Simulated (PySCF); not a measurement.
Working out the ionisation energy of Co

Co [Ar] 3d7 4s2 (4F) → Co⁺ [Ar] 3d8 (3F). Calculation: PySCF 2.14, in def2-TZVP (6s4p4d1f, 45 functions); no relativity, point nucleus. Frozen: [Ar]. Energies in hartree (1 hartree = 27.21139 eV):

```tsv
part	Co (lower)	Co⁺ (upper)
UHF	-1381.395163	-1381.107253
MP2 opposite-spin	-0.119587	-0.142399
MP2 same-spin	-0.076205	-0.087550
```

Question: What does Hartree-Fock give?

Answer: (-1381.107253) − (-1381.395163) = 0.287910 hartree = 7.834 eV.

Question: What do MP2 and SCS-MP2 (6/5 opposite-spin, 1/3 same-spin) give?

Answer: The opposite-spin parts differ by -0.621 eV and the same-spin parts by -0.309 eV. MP2: 7.834 + (-0.621) + (-0.309) = 6.904 eV. SCS-MP2: 7.834 + 1.2 × (-0.621) + (-0.309)/3 = 6.986 eV.

Measured between the centres of the two terms (NIST): 7.869 eV, so MP2 (valence) is off by -0.965 eV.

The calculation is non-relativistic.

What remains against the reference includes basis incompleteness, the frozen core and correlation beyond second order.
